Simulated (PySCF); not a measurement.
# Ionisation energy of I⁺ by level of theory

I⁺ [Kr] 4d10 5s2 5p4 (3P) → I²⁺ [Kr] 4d10 5s2 5p3 (4S), as a difference of total energies. All numbers are calculated (PySCF 2.14, a scalar-relativistic core potential, in cc-pVTZ-PP with ECP28MDF). Correlated levels: valence: 4s2 4p6 4d10 frozen. The calculations carry no spin-orbit coupling.

| method | ionisation energy (eV) |
| --- | --- |
| UHF | 17.671 |
| BP86 | 18.904 |
| TPSS | 18.714 |
| SCS-MP2 (valence) | 18.336 |
| CCSD(T) (valence) | 18.427 |

Q: Estimate what CCSD (valence) gives.

A: 18.404 eV, closest to CCSD(T) (valence) among the rows shown.

Q: Estimate what MP2 (valence) gives.

A: 18.276 eV, closest to SCS-MP2 (valence) among the rows shown.

Errors of the correlated levels include the incompleteness of this basis and the frozen core.

For comparison: 18.750 eV (measured; NIST levels, between the centres of gravity of the two terms).
